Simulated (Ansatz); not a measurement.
Start from `BC(C)(F)[SiH3]` and change one atom or group to get `BC(B)(C)F`.

Ansatz, PBE0-D4/def2-TZVP geometries, multiplicity 1. 

| property | `BC(C)(F)[SiH3]` |
| --- | --- |
| HOMO–LUMO gap (PBE/def2-TZVPP) / eV | 4.28 |
| HOMO–LUMO gap (PBE0/def2-TZVPP) / eV | 6.50 |
| size of the dipole moment (B3LYP/def2-TZVPP) / D | 1.74 |
| LUMO energy (PBE/def2-TZVPP) / eV | -2.27 |
| HOMO–LUMO gap (B3LYP/def2-TZVPP) / eV | 6.10 |
| size of the dipole moment (ωB97M-V/def2-TZVPP) / D | 1.73 |

**Question.** Give the same properties after the change, and the shifts. (Best estimate.)

**Answer.** The calculation gave: 
```
                                          property  `BC(B)(C)F`  shift
               HOMO–LUMO gap (PBE/def2-TZVPP) / eV         4.69   0.41
              HOMO–LUMO gap (PBE0/def2-TZVPP) / eV         7.03   0.53
  size of the dipole moment (B3LYP/def2-TZVPP) / D         2.54   0.80
                 LUMO energy (PBE/def2-TZVPP) / eV        -2.09   0.18
             HOMO–LUMO gap (B3LYP/def2-TZVPP) / eV         6.58   0.48
size of the dipole moment (ωB97M-V/def2-TZVPP) / D         2.53   0.80
```

With PBE0 the HOMO falls by 0.32 eV and the LUMO rises by 0.21 eV, so the gap widens by about 0.53 eV. PBE moves the HOMO by -0.23 eV and ωB97M-V by -0.41 eV. Dipoles are sizes alone; their direction can turn.

B3LYP here is the variant with VWN-RPA as its local correlation; programs differ in this.
